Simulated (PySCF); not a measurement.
C3H6N2Si: core ionisation energies

C₃H₆N₂Si.
Numbering: `[N:1]#[C:2][CH2:3]/[CH:4]=[N:5]/[SiH3:6]`

Computed, not measured: PySCF, delta-SCF UKS SCAN, pcX-2 on the ionised atom, pcseg-1 elsewhere, spin-free X2C. Binding energies are ΔSCF values: E(core-ionised, relaxed orbitals) − E(ground state) at a fixed geometry, referred to the vacuum level.

Problem. Give the core binding energies atom by atom.

Solution. 
```json
{"atom(s)": "Si6", "bonded to": "N and 3 H", "level": "Si 1s", "binding energy (eV)": "1846.99", "2p1/2 (eV)": "–", "above the level's lowest (eV)": "0.00", "count": "1"}
{"atom(s)": "N1", "bonded to": "C (triple bond)", "level": "N 1s", "binding energy (eV)": "405.11", "2p1/2 (eV)": "–", "above the level's lowest (eV)": "+0.50", "count": "1"}
{"atom(s)": "N5", "bonded to": "C (double bond) and Si", "level": "N 1s", "binding energy (eV)": "404.61", "2p1/2 (eV)": "–", "above the level's lowest (eV)": "0.00", "count": "1"}
{"atom(s)": "C4", "bonded to": "N (double bond), C and H", "level": "C 1s", "binding energy (eV)": "292.68", "2p1/2 (eV)": "–", "above the level's lowest (eV)": "+0.33", "count": "1"}
{"atom(s)": "C3", "bonded to": "2 C and 2 H", "level": "C 1s", "binding energy (eV)": "292.44", "2p1/2 (eV)": "–", "above the level's lowest (eV)": "+0.09", "count": "1"}
{"atom(s)": "C2", "bonded to": "N (triple bond) and C", "level": "C 1s", "binding energy (eV)": "292.35", "2p1/2 (eV)": "–", "above the level's lowest (eV)": "0.00", "count": "1"}
{"atom(s)": "Si6", "bonded to": "N and 3 H", "level": "Si 2p3/2", "binding energy (eV)": "107.21", "2p1/2 (eV)": "107.83", "above the level's lowest (eV)": "0.00", "count": "1"}
```

The listed C 1s values span 0.33 eV, from C2 (bonded to N (triple bond) and C) to C4 (bonded to N (double bond), C and H). Summing the Pauling electronegativity differences to the bonded atoms, each weighted by its formal bond order, gives +1.47 for the lowest site and +0.63 for the highest; the largest sum, +1.47, belongs to C2, 0.33 eV below the top. The smallest sum, -0.70, belongs to C3, 0.09 eV above the lowest.

Lowest listed N 1s: N5, bonded to C (double bond) and Si. Highest, 0.50 eV above it: N1, bonded to C (triple bond). Summing the Pauling electronegativity differences to the bonded atoms, each weighted by its formal bond order, gives -2.12 for the lowest site and -1.47 for the highest.

Problem. Which photon energy gives electrons from C 1s of C4 a kinetic energy of 100 eV, and what is their de Broglie wavelength?

Solution. hν = 292.68 + 100 = 392.68 eV, recoil neglected; λ = 12.264 Å/√(E/eV) = 1.23 Å.

Problem. Which photon wavelength matches the C 1s of C4 threshold?

Solution. λ = hc/E = 12398.42 eV Å / 292.68 eV = 42.362 Å.

The 2p values aren't plain energy differences: one relaxed spin-free 2p hole is combined with a matrix within the shell (ground-state 2p orbital-energy differences and spin–orbit coupling). 2p3/2, the mean of its two sublevels, lies a third of the splitting below the shell's mean and 2p1/2 two thirds above it; the statistical areas are 2:1. 2p1/2 minus 2p3/2 (ligand field included): Si 0.62 eV. Isolated species at its GFN2-xTB geometry (one conformer only).

Shape of the structure used: `[N:1]#[C:2][CH2:3]/[CH:4]=[N:5]/[SiH3:6]`: C2–C3–C4–N5 -123°.
